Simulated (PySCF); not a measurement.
A structure optimised at B3LYP-D3(BJ)/def2-SVP, used in a PySCF frequency run:

```
Si
F 1 1.6053
F 1 1.6053 2 107.09
Cl 1 2.0363 2 108.83 3 -117.49
I 1 2.4156 2 109.62 3 118.85
```

**Question.** Write its SMILES, formula and point group.

**Answer.** F[Si](F)(Cl)I, ClF₂ISi, Cs

**Question.** What are its rotational constants (standard atomic weights)?

**Answer.** 2.6720, 0.89952, 0.80955 GHz
